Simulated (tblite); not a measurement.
Start geometry of `CN[SiH2]C(CF)CF` from a force field or distance geometry (Å):
```
atom  x, y, z in Å
C1     3.0114    0.0101   -0.0258
N2     1.8435   -0.7065    0.4028
Si3    0.4966   -0.3173   -0.7005
C4    -1.0272   -0.1591    0.3127
C5    -1.4526    1.2817    0.4040
F6    -1.6984    1.6795   -0.9106
C7    -2.2257   -0.9283   -0.1762
F8    -3.2205   -0.6499    0.7754
H9     3.1910    0.8454    0.7112
H10    3.8646   -0.6650    0.0532
H11    2.8395    0.4139   -1.0404
H12    1.5889   -0.5421    1.4100
H13    0.8295    0.9550   -1.3714
H14    0.4637   -1.3531   -1.7223
H15   -0.8627   -0.5127    1.3665
H16   -2.4272    1.2977    0.9394
H17   -0.6567    1.8581    0.8906
H18   -2.5534   -0.4895   -1.1176
H19   -2.0141   -2.0088   -0.2085
```

Problem. What comes out of this run: GFN2-xTB geometry optimisation, gas phase (tblite 0.8.0)?

Solution. 
```
atom  x, y, z in Å
C1     3.098    0.168   -0.065
N2     1.722    0.109    0.369
Si3    0.472   -0.509   -0.627
C4    -1.132   -0.253    0.373
C5    -1.390    1.219    0.656
F6    -1.359    1.943   -0.515
C7    -2.303   -0.843   -0.384
F8    -3.436   -0.869    0.404
H9     3.628    0.958    0.469
H10    3.626   -0.777    0.095
H11    3.116    0.390   -1.128
H12    1.655   -0.001    1.371
H13    0.471    0.271   -1.861
H14    0.551   -1.946   -0.957
H15   -1.071   -0.759    1.341
H16   -2.380    1.383    1.096
H17   -0.617    1.644    1.302
H18   -2.547   -0.242   -1.263
H19   -2.114   -1.878   -0.682
```

The energy falls by 20.7 kcal/mol over 164 L-BFGS steps, the largest force on an atom goes from 2.54 to 0.009 eV/Å, and the atoms move by 0.495 Å rms after alignment. Among the bonds, N2–Si3 and Si3–C4 change most and about equally (-0.071 to +0.071 Å). Bonds longer at the end by more than 0.005 Å: 5 of 18; shorter: 10. Among the angles that change most is C1–N2–Si3, from 108.7° to 122.3°. Among the dihedrals that turn most is H12–N2–Si3–H14, from -139° to -83°. Rotational constants go from 2949, 867.4, 764.9 to 2870, 853.8, 740.0 MHz. The orientation of the end geometry is arbitrary; only internal coordinates are fixed.

Its GFN2-xTB frequencies are all real (lowest 35 cm⁻¹). One conformer, not necessarily the lowest.

All values are computed, not measured.
